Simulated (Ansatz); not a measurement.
`CC1(C)CC1` + `BO[SiH](O)F` → `CBO[SiH](O)F` + `CC1CC1`  (formal exchange of groups at a C–C bond)

Program: Ansatz. Geometries: PBE0-D4/def2-TZVP. ΔE: electronic, gas phase. CCSD(T)/CBS is the MP2 limit (def2-TZVPP, def2-QZVPP) plus CCSD(T) − MP2 in def2-TZVPP, frozen cores. Each species was taken in one conformer, which may not be the lowest.

```tsv
level	ΔE (kJ/mol)
HF/CBS(def2)	-49.7
CCSD/CBS(def2)	-46.8
```

What does CCSD(T)/CBS give? (Best estimate.)

The calculation gave: -45.6 kJ/mol. The listed levels differ from it by -4.1, -1.2 kJ/mol.

Largest T1 diagnostic among the species: 0.013.

The D4 term adds +5.4 kJ/mol with B3LYP and +2.9 kJ/mol with PBE0; it sums over pairs of atoms, weighted by their polarisabilities, and B3LYP, whose exchange is more repulsive, gets the larger term. In def2-TZVPP, CCSD(T) changes the Hartree–Fock value by +5.0 kJ/mol (the triples alone add +1.2 kJ/mol) and MP2 by +7.6 kJ/mol.

B3LYP here is the variant with VWN-RPA as its local correlation; programs differ in this.
